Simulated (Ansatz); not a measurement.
Ansatz (a quantum-chemistry and plane-wave program) input (B3LYP/def2-TZVPD):

Ansatz 0.2 input:
```yaml
crystal:
  periodic: [false, false, false]
  atoms:
    - {symbol: Re, position_ang: [0.30097863, -0.09053788, -0.17136612]}
    - {symbol: O, position_ang: [1.69940675, -0.51120134, -0.96757946]}
    - {symbol: Br, position_ang: [0.68465690, -0.64979980, 2.18770531]}
    - {symbol: Br, position_ang: [-1.20135192, 0.80522768, -1.89351825]}
    - {symbol: Br, position_ang: [-1.12270183, -2.08937295, -0.22607669]}
    - {symbol: Br, position_ang: [0.60600681, 2.24480083, 0.52026376]}
basis:
  gaussian:
    orbitals: def2-TZVPD
hamiltonian:
  xc: {name: B3LYP}
magnetization: {spin_polarized: true, initial_magnetization: 1}
output: {forces: true}
```

End of the output:

```
mean field evaluation 2: about -284182.0564 eV, gradient 2.0e2 eV
mean field evaluation 4: about -284372.1747 eV, gradient 6.7e0 eV
mean field evaluation 8: about -284372.3627 eV, gradient 1.7e-1 eV
mean field evaluation 16: about -284372.5397 eV, gradient 2.6e-3 eV
mean field -284372.53972744 eV, -10450.4980803529 hartree, gradient 1.5e-5 eV, S^2 0.755398; 0 other end points of the search recorded, 0 dependent functions left out
the calculation of the forces begins
reference -284372.54007105 eV, -10450.4980929802 hartree; 82, 81 occupied and 229, 230 virtual orbitals, 2059 factors
Total energy: -284372.54007105 eV, -10450.4980929802 hartree
Atom 0 at     0.300979    -0.090538    -0.171366 Å, force    -0.013713     0.004125     0.007808 eV/Å
Atom 1 at     1.699407    -0.511201    -0.967579 Å, force     0.057142    -0.017189    -0.032535 eV/Å
Atom 2 at     0.684657    -0.649800     2.187705 Å, force     0.018323    -0.019246     0.069327 eV/Å
Atom 3 at    -1.201352     0.805228    -1.893518 Å, force    -0.040038     0.025778    -0.056964 eV/Å
Atom 4 at    -1.122702    -2.089373    -0.226077 Å, force    -0.037604    -0.063793    -0.005366 eV/Å
Atom 5 at     0.606007     2.244801     0.520264 Å, force     0.015889     0.070325     0.017729 eV/Å
Dipole moment:    -0.018516     0.005570     0.010542 e Å
```

The spin state was set by rule; other spins were not relaxed.
